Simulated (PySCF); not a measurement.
Si(F)(Br)(Me)(OH) (CH4BrFOSi), SMILES C[Si](O)(F)Br.

Geometry optimised at PBE-D3(BJ)/def2-SVP. Other conformers were not sampled.

Two levels are set side by side: TDDFT-PBE/def2-SVPD (PySCF) and TDDFT-B3LYP/def2-SVPD (PySCF). Vertical, same geometry. The lowest singlet is HOMO→LUMO 93 % with PBE and HOMO→LUMO 91 % with the other functional; states are paired by order. Differences are taken from unrounded values.

```json
[
 {"quantity": "lowest singlet excitation (eV)", "TDDFT-B3LYP": "7.01", "TDDFT-PBE": "6.52", "TDDFT-PBE minus TDDFT-B3LYP": "-0.49"},
 {"quantity": "lowest triplet excitation (TDA) (eV)", "TDDFT-B3LYP": "6.67", "TDDFT-PBE": "6.28", "TDDFT-PBE minus TDDFT-B3LYP": "-0.38"},
 {"quantity": "first bright state (f over 0.05) (eV)", "TDDFT-B3LYP": "7.07", "TDDFT-PBE": "6.61", "TDDFT-PBE minus TDDFT-B3LYP": "-0.47"},
 {"quantity": "its oscillator strength", "TDDFT-B3LYP": "0.07", "TDDFT-PBE": "0.06", "TDDFT-PBE minus TDDFT-B3LYP": "-0.01"}
]
```

Functionals without exact exchange tend to place singlet excitations lower, as here. Differences between two approximate levels are no errors against the true value.

Rough cost on one machine, each run with all the roots and properties that it gave: TDDFT-B3LYP against TDDFT-PBE about 4 times.
